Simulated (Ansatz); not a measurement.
## Ansatz (development build ahead of 0.2.0) run

```yaml
crystal:
  periodic: [false, false, false]
  atoms:
    - { symbol: Cu, position_ang: [0.0, 0.0, -0.04527] }
    - { symbol: H, position_ang: [0.0, 0.0, 1.31276] }
basis:
  gaussian: { orbitals: cc-pVTZ }
hamiltonian:
  xc: hf
correlation:
  method: mp2
  frozen_orbitals: { Cu: 5, H: 0 }
```

The input is written out in the form of the current development build from the run's settings.

Results

```yaml
Converged: yes
Reference_energy: -1639.50292 hartree
Correlation_energy: -0.94542 hartree
Total_energy: -1640.44834 hartree
Spin_squared_of_the_determinant: 0.000
```
